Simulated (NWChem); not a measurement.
# CH4O2Si; SMILES O=CO[SiH3]

```xyz
8

O     -0.7524    -1.5783     0.0000
C      0.4194    -1.2854     0.0000
O      0.8936    -0.0291     0.0000
Si    -0.2407     1.2625     0.0000
H      1.2419    -2.0158     0.0000
H     -1.0734     1.2262    -1.2237
H     -1.0734     1.2262     1.2237
H      0.6290     2.4603     0.0000
```
Atoms are numbered in this order, from 1.

Program: NWChem. Geometry: optimised at B3LYP/6-31G* (spherical d). Hybrids' shares of exact exchange are those that their runs print; pure functionals count as 0. The functionals differ in more than this share.

| row | share of exact exchange | orbital gap (eV) |
|---|---|---|
| PBE/def2-TZVP | 0.00 | 5.32 |
| BLYP/def2-TZVP | 0.00 | 5.34 |
| B3LYP/def2-TZVP | 0.20 | 7.61 |
| PW6B95/def2-TZVP | 0.28 | 8.39 |
| Hartree-Fock/def2-TZVP | 1.00 | withheld |

Fit a straight line of the last column on the one before it, predict the withheld value, and compare with the run.


1. Means of the 4 shown rows: x = 0.120, y = 6.665. Slope Σ(x − x̄)(y − ȳ)/Σ(x − x̄)² = 0.6720/0.06080 = 11.05; intercept 5.339.
2. The shown rows scatter about the line by 0.039 (root mean square); the largest residual is +0.06, at B3LYP/def2-TZVP.
3. At x = 1.00 (Hartree-Fock/def2-TZVP; beyond the shown range) the line gives 16.39.
4. The run gives 15.94, -0.45 from the line, 11.7 times the scatter.
